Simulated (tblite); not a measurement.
CH₁₀O₂PSi₃ (doublet state).
Bonds: Si1–O2, O2–Si3, Si3–C4, C4–O5, O5–Si6, Si6–P7. Hydrogens: H8, H9, H10 on Si1; H11 on Si3; H12, H13 on C4; H14, H15 on Si6; H16, H17 on P7.

The geometry is computed with GFN2-xTB (gas phase). This method treats the open shell by occupation alone, without spin polarisation.

Problem. What internal coordinates does the optimisation give?

Solution. 
```json
{"bond": "Si1–O2", "length (pm)": "163.4"}
{"bond": "O2–Si3", "length (pm)": "161.6"}
{"bond": "Si3–C4", "length (pm)": "191.2"}
{"bond": "C4–O5", "length (pm)": "141.5"}
{"bond": "O5–Si6", "length (pm)": "161.0"}
{"bond": "Si6–P7", "length (pm)": "222.8"}
{"bond": "Si1–H8, Si1–H9, Si1–H10", "length (pm)": "146.1"}
{"bond": "Si3–H11", "length (pm)": "146.3"}
{"bond": "C4–H12, C4–H13", "length (pm)": "109.2"}
{"bond": "Si6–H14, Si6–H15", "length (pm)": "147.1"}
{"bond": "P7–H16, P7–H17", "length (pm)": "138.3"}
```

Bonds in one row agree within 1 pm and their mean is given. A selection of angles:
```json
{"angle": "O2–Si1–H8", "degrees": "106.6"}
{"angle": "O2–Si1–H9", "degrees": "109.6"}
{"angle": "O2–Si1–H10", "degrees": "101.9"}
{"angle": "H8–Si1–H9", "degrees": "112.4"}
{"angle": "H8–Si1–H10", "degrees": "112.7"}
{"angle": "Si1–O2–Si3", "degrees": "149.5"}
{"angle": "O2–Si3–C4", "degrees": "108.6"}
{"angle": "O2–Si3–H11", "degrees": "105.9"}
{"angle": "C4–Si3–H11", "degrees": "111.6"}
{"angle": "Si3–C4–O5", "degrees": "105.2"}
{"angle": "Si3–C4–H12", "degrees": "111.9"}
{"angle": "Si3–C4–H13", "degrees": "113.9"}
{"angle": "O5–C4–H12", "degrees": "110.5"}
{"angle": "O5–C4–H13", "degrees": "107.9"}
{"angle": "H12–C4–H13", "degrees": "107.5"}
{"angle": "C4–O5–Si6", "degrees": "128.8"}
{"angle": "O5–Si6–P7", "degrees": "100.9"}
{"angle": "O5–Si6–H14", "degrees": "112.3"}
{"angle": "P7–Si6–H14", "degrees": "110.7"}
{"angle": "P7–Si6–H15", "degrees": "115.4"}
{"angle": "H14–Si6–H15", "degrees": "106.9"}
{"angle": "Si6–P7–H16", "degrees": "93.3"}
{"angle": "Si6–P7–H17", "degrees": "95.6"}
{"angle": "H16–P7–H17", "degrees": "92.1"}
```

Torsions: Si1–O2–Si3–C4 24° (synperiplanar); O2–Si3–C4–O5 -44° (synclinal); Si3–C4–O5–Si6 -137° (anticlinal); C4–O5–Si6–P7 179° (antiperiplanar). The mirror-image conformer, all signs reversed, is as good.

Si1 (silicon bonded to O and 3 H) is distorted tetrahedral (angles from 101.9° to 112.9°). Of the pairs four or more bonds apart, Si1···O5 is among the closest relative to their van der Waals radii: 3.36 Å, 93 % of the sum of Bondi's values. O2 (oxygen bonded to 2 Si) is bent (angle 149.5°). The 3 O–Si bonds span 1.610 Å (O5–Si6, drawn single) to 1.634 Å (Si1–O2, drawn single), a spread of 0.024 Å. P7 (phosphorus bonded to Si and 2 H) is pyramidal (angles 95.6°, 93.3° and 92.1°, sum 281.1°, 0.84 Å off the plane of its three neighbours). Si3 (silicon bonded to C, O and H) is pyramidal (angles 111.6°, 108.6° and 105.9°, sum 326.1°, 0.57 Å off the plane of its three neighbours). Si6 (silicon bonded to O, P and 2 H) is distorted tetrahedral (angles from 100.9° to 115.4°).

Point group: C1 (no symmetry element, even within 0.4 Å). GFN2-xTB frequencies show an imaginary mode (34i cm⁻¹), so the point is no minimum at that level. Torsions: Si1–O2–Si3–C4 24°, O2–Si3–C4–O5 -44°, Si3–C4–O5–Si6 -137°, C4–O5–Si6–P7 179°, O5–Si6–P7–H 172° and -96°. 3 starts were optimised and ended at 0.00, 0.79 and 0.87 kcal/mol (GFN2-xTB); the lowest of these is shown.
